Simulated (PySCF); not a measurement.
**PBE0 on Cs⁺ (caesium, charge +1)**

Configuration: [Xe], closed-shell 1S. Calculation: PySCF 2.14, in def2-TZVPPD with the def2 core potential (46 electrons); a scalar-relativistic core potential.

| Item | Value |
| --- | --- |
| Total energy | -19.9966 hartree |
| One-electron energy | -31.3433 hartree |
| Hartree (Coulomb) energy | 14.3808 hartree |
| Exchange-correlation energy | -3.0341 hartree |
| ⟨S²⟩ | 0.0000 |
| ⟨L²⟩ | 0.000 |
| Sum of ⟨r⟩ | 16.20 bohr |
| Sum of ⟨r²⟩ | 36.63 bohr² |

```tsv
shell	electrons	mean orbital energy (hartree)	rms radius, mean of both spins (bohr)
5s	2	-1.27348	1.86
5p	6	-0.74111	2.22
```

Energies and moments cover only the electrons outside the core potential. Spin-orbit coupling, which splits the p, d and f shells strongly at this Z, is absent.
